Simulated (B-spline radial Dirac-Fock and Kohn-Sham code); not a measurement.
## What relativity does to the binding energies of Pb⁷⁺

System: the Pb⁷⁺ ion, [Xe] 4f14 5d7.

Both columns are ΔSCF binding energies of the configuration average from a B-spline atomic structure program: non-relativistic Hartree-Fock with a point nucleus, and Dirac-Fock with a finite nucleus and the Coulomb interaction alone, averaged over the two j levels with weights 2j+1.

| shell | Hartree-Fock (eV) | Dirac-Fock (eV) | shift (eV) | shift (%) |
| --- | --- | --- | --- | --- |
| 1s | 79624.4 | 88607.4 | +8982.99 | +11.28 |
| 2s | 13619.4 | 16045.2 | +2425.83 | +17.81 |
| 2p | 13095.6 | 13917.2 | +821.67 | +6.27 |
| 3s | 3372.9 | 3984.0 | +611.18 | +18.12 |
| 3p | 3124.0 | 3356.0 | +232.07 | +7.43 |
| 4s | 857.4 | 1014.4 | +156.99 | +18.31 |
| 4p | 747.1 | 803.5 | +56.37 | +7.54 |
| 4f | 268.5 | 249.8 | -18.76 | -6.99 |
| 5s | 229.6 | 261.9 | +32.39 | +14.11 |
| 5p | 189.0 | 198.7 | +9.69 | +5.13 |
| 5d | 123.3 | 121.1 | -2.21 | -1.79 |

Relativity binds 1s, 2s, 2p, 3s, 3p, 4s, 4p, 5s, 5p more strongly, among those listed most of all 4s in relative terms, and 4f, 5d more weakly, because the contracted s and p shells screen the nucleus better.

Values without a named source are computed, but for edge energies of neutral atoms, which are taken from tables.
